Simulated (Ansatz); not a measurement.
[Ni(NH3)4]2+ (NiN4H12²⁺), relaxed as a singlet with RKS PBE0-D4/def2-SVP in Ansatz, starting from the GFN2-xTB (ALPB water) geometry. Force threshold 0.02 eV/Å.

Start:

Cartesian coordinates in Å:
```
Ni 0.000 0.000 0.000
N 0.194 1.539 1.178
H -0.419 1.454 1.994
H -0.060 2.412 0.705
H 1.136 1.696 1.547
N -1.787 0.600 -0.489
H -1.804 0.941 -1.456
H -2.171 1.356 0.083
H -2.471 -0.161 -0.429
N -0.181 -1.520 -1.202
H 0.639 -1.622 -1.809
H -0.984 -1.488 -1.835
H -0.271 -2.395 -0.675
N 1.773 -0.619 0.515
H 2.499 -0.003 0.132
H 2.016 -1.564 0.208
H 1.893 -0.624 1.532
```

Problem. Estimate the energy that the relaxation releases and the steps that it takes.

Solution. 2.1 kJ/mol, in 3 steps; 9.5 s on 4 threads of Intel Xeon Platinum 8375C on a shared host. No frequencies were taken in this run, so the end may be a saddle point.

Problem. Does the start keep its bonding and symmetry?

Solution. By distances, no bond broke or formed. The bond that changes most is Ni1–N10, from 1.95 to 1.95 Å (atoms count from 1).

Problem. Predict the relaxed structure.

Solution. 
Cartesian coordinates in Å:
```
Ni 0.000 0.000 0.000
N 0.192 1.545 1.176
H -0.421 1.498 2.000
H -0.038 2.433 0.714
H 1.129 1.703 1.563
N -1.792 0.597 -0.490
H -1.849 0.932 -1.460
H -2.180 1.363 0.070
H -2.497 -0.147 -0.415
N -0.176 -1.523 -1.206
H 0.628 -1.631 -1.836
H -0.985 -1.508 -1.836
H -0.256 -2.419 -0.708
N 1.776 -0.618 0.519
H 2.528 -0.012 0.167
H 2.035 -1.559 0.204
H 1.907 -0.653 1.538
```
Bond lengths: 4 × N–Ni 1.95 Å; 12 × H–N 1.03 Å.
